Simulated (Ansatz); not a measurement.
Total energies of H7NOSSi2, SMILES `N[SiH](O)S[SiH3]`.

Cartesian coordinates in Å:
```
N -1.2052 2.1365 0.4203
Si -0.0852 0.8606 0.3024
O 0.5059 0.6819 -1.2212
S -0.9672 -1.0300 0.7325
Si 0.5304 -2.2815 -0.1464
H -2.0992 2.1011 -0.0428
H -1.2380 2.6976 1.2555
H 0.9931 1.1810 1.2691
H 0.9591 1.4400 -1.5961
H 1.8886 -1.7761 0.1772
H 0.3722 -2.3891 -1.6156
H 0.3454 -3.6220 0.4653
```

The species carries charge 0 and has multiplicity 1. The structure was optimised at the PBE0-D4/def2-TZVP level. It is one conformer, not always the lowest. Basis def2-TZVPP, Ansatz 0.2.0.

RPA on PBE orbitals: Hartree–Fock energy of these orbitals -1108.95839 Eh, correlation -1.47684 Eh (frozen core).

```tsv
functional	kind	energy without D4 (Eh)	D4 term (kJ/mol)
LDA (SPW92)	LDA	-1106.87839	–
PBE	GGA	-1110.96618	-31.9
revPBE	GGA	-1111.34939	-87.3
BLYP	GGA	-1111.54211	-69.0
r2SCAN	meta-GGA	-1111.45061	-7.7
B97M-V	meta-GGA with VV10	-1111.31700	–
PBE0	global hybrid, 25 % exact exchange	-1111.06593	-27.2
B3LYP	global hybrid, 20 %	-1111.65863	-51.8
r2SCANh	meta-GGA hybrid, 10 %	-1111.43873	-8.3
HSE06 (plane-wave form)	screened hybrid	-1111.03883	-25.6
BHLYP	global hybrid, 50 %	-1111.52692	-42.4
CAM-B3LYP	range-separated hybrid	-1111.57076	-28.0
B2PLYP	double hybrid	-1111.13518	–
PBE-QIDH	double hybrid	-1110.79977	–
```

Task: Give the same for r2SCAN0, LC-ωPBE, ωB97X-V, ωB97M-V. (Best estimate.)

Result: The calculation gave: 
| functional | kind | energy without D4 (Eh) | D4 term (kJ/mol) |
| --- | --- | --- | --- |
| r2SCAN0 | meta-GGA hybrid, 25 % | -1111.42213 | -9.2 |
| LC-ωPBE | long-range corrected hybrid | -1111.22699 | – |
| ωB97X-V | range-separated hybrid GGA with VV10 | -1111.40334 | – |
| ωB97M-V | range-separated hybrid meta-GGA with VV10 | -1111.48303 | – |

B3LYP takes the VWN-RPA correlation (the form of Gaussian; ORCA's B3LYP/G). HSE06 is the plane-wave form, built on full-range PBE exchange. The double hybrids freeze the cores in their second-order part.

LC-ωPBE has ω = 0.4 bohr⁻¹.
